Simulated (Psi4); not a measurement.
C4H9NO (SMILES CC(=O)N(C)C), singlet, at a GFN2-xTB geometry; CCSD(T)/STO-3G run with Psi4.

Here is a job for Psi4.
```
memory 2 GB

molecule mol {
0 1
C    -1.677322   -0.500748   -0.651255
N    -0.574228   -0.007921    0.141751
C    -0.868691    0.332808    1.512081
C     0.674245   -0.003861   -0.389050
C     1.784552    0.449669    0.534129
O     0.885858   -0.336514   -1.539616
H    -2.449444    0.265463   -0.749323
H    -1.291938   -0.752971   -1.637233
H    -2.112237   -1.392440   -0.193365
H    -0.345137    1.239396    1.814001
H    -0.593463   -0.475785    2.197699
H    -1.938810    0.510784    1.604961
H     2.729609    0.327208    0.012568
H     1.660522    1.499278    0.792834
H     1.796925   -0.140579    1.447102
}

set {
  basis sto-3g
  reference rhf
}

energy('ccsd(t)')
print_variables()
```

What the program printed (banner, timings and long lists left out):

```
   => Loading Basis Set <=

    Name: STO-3G
    Role: ORBITAL
    Keyword: BASIS

         ---------------------------------------------------------
                                   SCF
               by Justin Turney, Rob Parrish, Andy Simmonett
                          and Daniel G. A. Smith
                              RHF Reference
         ---------------------------------------------------------

  ==> Geometry <==

    Molecular point group: c1
    Full point group: C1

    Geometry (in Angstrom), charge = 0, multiplicity = 1:

       Center              X                  Y                   Z               Mass
    ------------   -----------------  -----------------  -----------------  -----------------
         C           -1.706239423802    -0.488456433007    -0.591077215848    12.000000000000
         N           -0.603145423802     0.004370566993     0.201928784152    14.003074004430
         C           -0.897608423802     0.345099566993     1.572258784152    12.000000000000
         C            0.645327576198     0.008430566993    -0.328872215848    12.000000000000
         C            1.755634576198     0.461960566993     0.594306784152    12.000000000000
         O            0.856940576198    -0.324222433007    -1.479438215848    15.994914619570
         H           -2.478361423802     0.277754566993    -0.689145215848     1.007825032230
         H           -1.320855423802    -0.740679433007    -1.577055215848     1.007825032230
         H           -2.141154423802    -1.380148433007    -0.133187215848     1.007825032230
         H           -0.374054423802     1.251687566993     1.874178784152     1.007825032230
         H           -0.622380423802    -0.463493433007     2.257876784152     1.007825032230
         H           -1.967727423802     0.523075566993     1.665138784152     1.007825032230
         H            2.700691576198     0.339499566993     0.072745784152     1.007825032230
         H            1.631604576198     1.511569566993     0.853011784152     1.007825032230
         H            1.768007576198    -0.128287433007     1.507279784152     1.007825032230

  Running in c1 symmetry.

  Rotational constants: A =      0.16348  B =      0.11759  C =      0.07116 [cm^-1]
  Rotational constants: A =   4900.95907  B =   3525.23192  C =   2133.41093 [MHz]
  Nuclear repulsion =  252.485981522536406

  Charge       = 0
  Multiplicity = 1
  Electrons    = 48
  Nalpha       = 24
  Nbeta        = 24

  ==> Algorithm <==

  SCF Algorithm Type is PK.
  DIIS enabled.
  MOM disabled.
  Fractional occupation disabled.
  Guess Type is SAD.
  Energy threshold   = 1.00e-08
  Density threshold  = 1.00e-08
  Integral threshold = 1.00e-12

  ==> Primary Basis <==

  Basis Set: STO-3G
    Blend: STO-3G
    Number of shells: 27
    Number of basis functions: 39
    Number of Cartesian functions: 39
    Spherical Harmonics?: true
    Max angular momentum: 1

  ==> Integral Setup <==

  Using in-core PK algorithm.
   Calculation information:
      Number of atoms:                  15
      Number of AO shells:              27
      Number of primitives:             81
      Number of atomic orbitals:        39
      Number of basis functions:        39

      Integral cutoff                 1.00e-12
      Number of threads:                 1

  Performing in-core PK
  Using 609180 doubles for integral storage.
  We computed 67718 shell quartets total.
  Whereas there are 71631 unique shell quartets.

  ==> DiskJK: Disk-Based J/K Matrices <==

    J tasked:                  Yes
    K tasked:                  Yes
    wK tasked:                  No
    Schwarz Cutoff:          1E-12

  Minimum eigenvalue in the overlap matrix is 2.0743035932E-01.
  Reciprocal condition number of the overlap matrix is 8.3089350419E-02.
    Using symmetric orthogonalization.

  ==> Pre-Iterations <==

  SCF Guess: Superposition of Atomic Densities via on-the-fly atomic UHF (no occupation information).

   -------------------------
    Irrep   Nso     Nmo
   -------------------------
     A         39      39
   -------------------------
    Total      39      39
   -------------------------

  ==> Iterations <==

                        Total Energy        Delta E     RMS |[F,P]|

   @RHF iter SAD:  -278.00789059846301   -2.78008e+02   0.00000e+00
   @RHF iter   1:  -282.26429790124502   -4.25641e+00   1.19998e-02 ADIIS/DIIS
   @RHF iter   2:  -282.35871037804941   -9.44125e-02   9.35432e-03 ADIIS/DIIS
   @RHF iter   3:  -282.42643397397433   -6.77236e-02   8.66230e-04 ADIIS/DIIS
   @RHF iter   4:  -282.42808739586889   -1.65342e-03   3.58570e-04 ADIIS/DIIS
   @RHF iter   5:  -282.42835017529040   -2.62779e-04   1.13448e-04 ADIIS/DIIS
   @RHF iter   6:  -282.42838302780103   -3.28525e-05   3.87573e-05 DIIS
   @RHF iter   7:  -282.42838578150980   -2.75371e-06   1.22896e-05 DIIS
   @RHF iter   8:  -282.42838607251275   -2.91003e-07   1.52692e-06 DIIS
   @RHF iter   9:  -282.42838607773479   -5.22203e-09   4.48494e-07 DIIS
   @RHF iter  10:  -282.42838607816560   -4.30816e-10   7.08325e-08 DIIS
   @RHF iter  11:  -282.42838607817976   -1.41540e-11   1.88948e-08 DIIS
   @RHF iter  12:  -282.42838607818135   -1.59162e-12   9.95034e-09 DIIS
  Energy and wave function converged.

  ==> Post-Iterations <==

    Orbital Energies [Eh]
    ---------------------

    Doubly Occupied:

[...]
    Virtual:

[...]
    Final Occupation by Irrep:
              A
    DOCC [    24 ]
    NA   [    24 ]
    NB   [    24 ]

  @RHF Final Energy:  -282.42838607818135

   => Energetics <=

    Nuclear Repulsion Energy =            252.4859815225364059
    One-Electron Energy =                -886.2742588033861466
    Two-Electron Energy =                 351.3598912026684502
    Total Energy =                       -282.4283860781813473

Computation Completed

Properties will be evaluated at   0.000000,   0.000000,   0.000000 [a0]

Properties computed using the SCF density matrix

 Multipole Moments:

[...]
	One-electron energy          =   -886.27425893031796
	Two-electron energy          =    351.35989132959986
	Reference energy             =   -282.42838607818175

            **************************
            *                        *
            *        CCENERGY        *
            *                        *
            **************************

    Nuclear Rep. energy (wfn)     =  252.485981522536406
    SCF energy          (wfn)     = -282.428386078181347
    Reference energy    (file100) = -282.428386078181745

    Input parameters:
    -----------------
    Wave function   =     CCSD_T
    Reference wfn   =     RHF
    Brueckner       =     No
    Maxiter         =     50
    R_Convergence   =     1.0e-07
    E_Convergence   =     1.0e-06
    Restart         =     Yes
    DIIS            =     Yes
    AO Basis        =     NONE
    ABCD            =     NEW
    Cache Level     =     2
    Cache Type      =     LOW
    Print Level     =     1
    Num. of threads =     1
    # Amps to Print =     10
    Print MP2 Amps? =     No
    Analyze T2 Amps =     No
    Print Pair Ener =     No
    Local CC        =     No
    SCS-MP2         =     False
    SCSN-MP2        =     False
    SCS-CCSD        =     False

MP2 correlation energy -0.3151420758743935
                Solving CC Amplitude Equations
                ------------------------------
  Iter             Energy              RMS        T1Diag      D1Diag    New D1Diag    D2Diag
  ----     ---------------------    ---------   ----------  ----------  ----------   --------
     0        -0.315142075874394    0.000e+00    0.000000    0.000000    0.000000    0.165106
     1        -0.360360711252353    9.336e-02    0.007284    0.036579    0.036579    0.180602
     2        -0.383778279873336    3.319e-02    0.007734    0.041287    0.041287    0.198973
     3        -0.388871455090723    1.176e-02    0.008838    0.047092    0.047092    0.204147
     4        -0.389322601464002    2.889e-03    0.008955    0.048194    0.048194    0.206283
     5        -0.389355072991019    9.138e-04    0.008991    0.048473    0.048473    0.206941
     6        -0.389329177144477    2.576e-04    0.008998    0.048566    0.048566    0.207050
     7        -0.389324000731643    8.413e-05    0.008998    0.048587    0.048587    0.207074
     8        -0.389323753939741    3.793e-05    0.008998    0.048596    0.048596    0.207091
     9        -0.389323930435617    1.331e-05    0.008998    0.048597    0.048597    0.207094
    10        -0.389323760855440    7.782e-06    0.008998    0.048597    0.048597    0.207093
    11        -0.389323814563096    4.770e-06    0.008998    0.048597    0.048597    0.207093
    12        -0.389323727008013    1.717e-06    0.008998    0.048597    0.048597    0.207093
    13        -0.389323793023034    5.883e-07    0.008998    0.048597    0.048597    0.207093
    14        -0.389323810438410    2.123e-07    0.008998    0.048597    0.048597    0.207093
    15        -0.389323812849961    8.302e-08    0.008998    0.048597    0.048597    0.207093

    Iterations converged.

    Largest TIA Amplitudes:
             21   0        -0.0425496668
             13   0        -0.0198066864
             22  13         0.0174092456
             22   3        -0.0136181644
             22   1         0.0126239345
             22   9        -0.0119963898
             22   2        -0.0105628033
             22   5         0.0087732279
             22   4         0.0082411281
             23  10        -0.0065840193

    Largest TIjAb Amplitudes:
     23  23   0   0        -0.1014585489
     21  21   0   0        -0.0811668705
     21  23   0   0         0.0660093126
     23  21   0   0         0.0660093126
     13  21   0   0        -0.0256636044
     21  13   0   0        -0.0256636044
     15  15   7   7        -0.0254588549
     20  21  14   0        -0.0220863663
     21  20   0  14        -0.0220863663
     15  21   0   0        -0.0206608258

    SCF energy       (wfn)                    = -282.428386078181347
    Reference energy (file100)                = -282.428386078181745

    Opposite-spin MP2 correlation energy      =   -0.265741789405968
    Same-spin MP2 correlation energy          =   -0.049400286468426
    Singles MP2 correlation energy            =   -0.000000000000000
    MP2 correlation energy                    =   -0.315142075874394
      * MP2 total energy                      = -282.743528154056150

    Opposite-spin CCSD correlation energy     =   -0.347295513966592
    Same-spin CCSD correlation energy         =   -0.042028298883369
    Singles CCSD correlation energy           =    0.000000000000000
    CCSD correlation energy                   =   -0.389323812849961
      * CCSD total energy                     = -282.817709891031711

            **************************
            *                        *
            *        CCTRIPLES       *
            *                        *
            **************************

    Wave function   =    CCSD_T
    Reference wfn   =      RHF

    Nuclear Rep. energy (wfn)                =  252.485981522536406
    SCF energy          (wfn)                = -282.428386078181347
    Reference energy    (file100)            = -282.428386078181745
    CCSD energy         (file100)            =   -0.389323812849961
    Total CCSD energy   (file100)            = -282.817709891031711

    Number of ijk index combinations:             2600
    Approx. words needed per explicit thread:           13500
    Number of threads for explicit ijk threading:    1

    MKL num_threads set to 1 for explicit threading.

    (T) energy                                =   -0.007956443151545
      * CCSD(T) total energy                  = -282.825666334183268

  Variable Map:
  ----------------------------------------------------------------------------
[...]
  Array Variable Map:
  ----------------------------------------------------------------------------
[...]
[...]
```
